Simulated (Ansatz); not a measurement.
Born–Oppenheimer molecular dynamics of CH$_{9}$NOSi$_{2}$ (14 atoms, charge 0, multiplicity 1). It starts from a rough guess of a transition structure, not a stationary point.

All numbers below come from UKS B3LYP-D4/STO-3G (Ansatz).

```json
{
 "ensemble": "NVE (velocity Verlet)",
 "time step": "0.5 fs",
 "steps asked": "150",
 "starting velocities drawn for": "100 K",
 "seed": "913556"
}
```

Frames 5 fs apart, positions in Å.

Velocities at 0 fs (Å/ps):

```
Si -0.97 2.81 -0.76
O 0.38 -0.90 -2.42
C 1.10 -0.77 1.52
N -0.99 0.75 -0.72
H 8.38 14.17 9.23
H 7.54 -20.85 3.31
Si 0.96 -2.46 2.73
H -15.48 8.29 -11.29
H 5.04 -11.96 -6.79
H -8.18 7.11 1.16
H 1.79 -10.43 3.12
H 3.07 7.54 -4.07
H -5.14 8.07 -11.17
H -2.14 1.42 -8.03
```

```xyz
14
Properties=species:S:1:pos:R:3 time_fs=0 energy_less_start_eV=0.000 T=100
Si -0.520 0.623 0.592
O 0.868 -0.792 0.004
C 0.636 -2.159 0.104
N 0.728 0.863 1.667
H 1.337 -0.129 0.996
H -1.616 -0.229 1.090
Si -0.964 1.716 -1.387
H 0.194 -2.423 1.071
H 1.582 -2.695 -0.013
H -0.046 -2.474 -0.692
H 1.062 1.685 2.141
H -0.363 1.089 -2.567
H -2.409 1.818 -1.656
H -0.489 3.107 -1.350
14
Properties=species:S:1:pos:R:3 time_fs=5 energy_less_start_eV=-0.653 T=518
Si -0.520 0.624 0.581
O 0.863 -0.758 -0.004
C 0.633 -2.178 0.110
N 0.733 0.848 1.660
H 1.327 0.110 1.185
H -1.569 -0.279 1.065
Si -0.962 1.708 -1.375
H 0.110 -2.453 1.081
H 1.591 -2.762 -0.031
H -0.090 -2.493 -0.702
H 1.121 1.719 2.151
H -0.354 1.121 -2.534
H -2.363 1.833 -1.684
H -0.500 3.062 -1.376
14
Properties=species:S:1:pos:R:3 time_fs=10 energy_less_start_eV=-1.019 T=755
Si -0.509 0.592 0.551
O 0.842 -0.683 -0.009
C 0.596 -2.200 0.114
N 0.739 0.859 1.687
H 1.628 0.236 1.388
H -1.591 -0.215 1.034
Si -0.963 1.704 -1.364
H 0.147 -2.531 1.056
H 1.538 -2.748 0.006
H -0.062 -2.580 -0.679
H 1.148 1.706 2.052
H -0.307 1.070 -2.487
H -2.361 1.798 -1.676
H -0.464 3.063 -1.352
14
Properties=species:S:1:pos:R:3 time_fs=15 energy_less_start_eV=-1.505 T=1067
Si -0.475 0.527 0.507
O 0.799 -0.628 -0.017
C 0.545 -2.182 0.111
N 0.772 0.883 1.745
H 1.606 0.398 1.518
H -1.713 -0.088 1.079
Si -0.963 1.706 -1.355
H 0.172 -2.557 1.115
H 1.569 -2.652 0.038
H -0.072 -2.658 -0.708
H 1.076 1.902 1.992
H -0.268 0.984 -2.416
H -2.409 1.736 -1.646
H -0.428 3.062 -1.300
14
Properties=species:S:1:pos:R:3 time_fs=20 energy_less_start_eV=-1.628 T=1148
Si -0.425 0.445 0.469
O 0.737 -0.628 -0.036
C 0.510 -2.126 0.108
N 0.778 0.950 1.831
H 1.740 0.423 1.461
H -1.688 0.107 1.112
Si -0.962 1.710 -1.348
H 0.137 -2.430 1.089
H 1.543 -2.474 0.023
H -0.087 -2.604 -0.679
H 0.878 1.988 1.860
H -0.280 0.953 -2.346
H -2.352 1.683 -1.594
H -0.436 3.030 -1.268
14
Properties=species:S:1:pos:R:3 time_fs=25 energy_less_start_eV=-1.522 T=1079
Si -0.374 0.381 0.451
O 0.679 -0.685 -0.073
C 0.497 -2.032 0.103
N 0.759 1.005 1.899
H 1.635 0.742 1.472
H -1.613 0.171 1.157
Si -0.954 1.709 -1.334
H 0.041 -2.286 1.113
H 1.536 -2.450 -0.002
H -0.161 -2.500 -0.691
H 0.858 2.097 1.723
H -0.296 0.975 -2.418
H -2.404 1.671 -1.575
H -0.451 3.086 -1.276
14
Properties=species:S:1:pos:R:3 time_fs=30 energy_less_start_eV=-1.211 T=879
Si -0.334 0.361 0.459
O 0.653 -0.738 -0.142
C 0.483 -1.999 0.105
N 0.710 1.074 1.940
H 1.772 0.962 1.445
H -1.565 -0.004 1.194
Si -0.942 1.703 -1.320
H 0.025 -2.218 1.078
H 1.419 -2.585 0.035
H -0.204 -2.420 -0.656
H 0.749 2.108 1.647
H -0.369 1.115 -2.511
H -2.368 1.698 -1.535
H -0.515 3.074 -1.301
14
Properties=species:S:1:pos:R:3 time_fs=35 energy_less_start_eV=-2.202 T=1517
Si -0.307 0.378 0.491
O 0.673 -0.730 -0.245
C 0.444 -2.090 0.116
N 0.678 1.146 1.927
H 1.626 1.000 1.636
H -1.428 -0.305 1.120
Si -0.928 1.693 -1.306
H 0.005 -2.251 1.147
H 1.347 -2.743 0.087
H -0.287 -2.527 -0.621
H 0.481 2.219 1.717
H -0.440 1.266 -2.596
H -2.354 1.725 -1.456
H -0.558 3.090 -1.273
14
Properties=species:S:1:pos:R:3 time_fs=40 energy_less_start_eV=-1.879 T=1308
Si -0.283 0.410 0.536
O 0.721 -0.724 -0.358
C 0.387 -2.215 0.134
N 0.607 1.216 1.886
H 1.720 1.093 1.770
H -1.302 -0.544 1.015
Si -0.916 1.688 -1.292
H 0.003 -2.270 1.158
H 1.329 -2.797 0.092
H -0.349 -2.698 -0.529
H 0.338 2.237 1.919
H -0.466 1.330 -2.633
H -2.394 1.720 -1.347
H -0.561 3.103 -1.159
14
Properties=species:S:1:pos:R:3 time_fs=45 energy_less_start_eV=-1.139 T=832
Si -0.256 0.432 0.570
O 0.763 -0.760 -0.450
C 0.350 -2.290 0.135
N 0.537 1.270 1.844
H 1.522 1.321 1.880
H -1.238 -0.536 0.985
Si -0.912 1.690 -1.274
H 0.001 -2.256 1.202
H 1.314 -2.823 0.071
H -0.420 -2.830 -0.473
H 0.334 2.281 2.064
H -0.460 1.310 -2.575
H -2.326 1.685 -1.248
H -0.541 3.045 -1.014
14
Properties=species:S:1:pos:R:3 time_fs=50 energy_less_start_eV=-1.230 T=891
Si -0.223 0.438 0.569
O 0.777 -0.836 -0.496
C 0.342 -2.296 0.116
N 0.474 1.336 1.821
H 1.560 1.371 1.919
H -1.316 -0.365 1.107
Si -0.910 1.693 -1.244
H 0.044 -2.245 1.165
H 1.271 -2.903 0.058
H -0.446 -2.829 -0.445
H 0.113 2.314 2.168
H -0.406 1.235 -2.534
H -2.378 1.655 -1.219
H -0.488 3.056 -0.917
14
Properties=species:S:1:pos:R:3 time_fs=55 energy_less_start_eV=-1.486 T=1053
Si -0.190 0.423 0.534
O 0.755 -0.930 -0.487
C 0.369 -2.250 0.077
N 0.443 1.418 1.828
H 1.440 1.384 1.936
H -1.396 -0.128 1.243
Si -0.911 1.697 -1.202
H 0.073 -2.218 1.163
H 1.200 -2.985 0.031
H -0.485 -2.716 -0.479
H -0.097 2.184 2.119
H -0.365 1.204 -2.442
H -2.355 1.665 -1.270
H -0.466 3.043 -0.943
```

Of the whole run (75 fs, mean temperature of the second half 908 K): The conserved energy stayed within 0.61 meV per atom of its start (net change 0.059 meV per atom), so the integration is sound. The kinetic energy rose, since the run started high on the potential surface and went downhill. A run of 0.075 ps of so small a system gives no equilibrium averages. The orbitals were unrestricted but ended closed-shell. Limits of this set-up: minimal basis.

The run took 12 min on 1 thread of Arm Neoverse V1 (shared host), peak memory 0.16 GiB.
